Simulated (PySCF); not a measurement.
Computed shifts of a molecule C10H12N2, PBE0/pcSseg-1 (PySCF), GIAO, gas phase, equivalent atoms averaged, in ppm (number of nuclei): ¹³C: 132.4 (2), 128.9 (2), 117.6 (2), 115.8 (2), 38.0 (2). ¹⁵N: 181.3 (2). ¹H: 6.95 (2), 6.68 (2), 6.48 (2), 3.85 (6). References: ¹³C against TMS (σ = 186.3 ppm); ¹⁵N against NH3 (σ = 267.4 ppm); ¹H against TMS (σ = 31.56 ppm), references at their B3LYP-D3(BJ)/def2-TZVP geometries, non-relativistic. Geometry optimised at B3LYP-D3(BJ)/def2-SVP. One conformer was computed; it need not be the lowest.

Question: Which molecule gave these data?
A. C#Cc1cnc(C(C)(C)C)cn1
B. C#Cc1ccnc(C(C)(C)C)n1
C. Cn1cccc1-c1cccn1C
D. C#Cc1nccnc1C(C)(C)C

Answer: C, Cn1cccc1-c1cccn1C
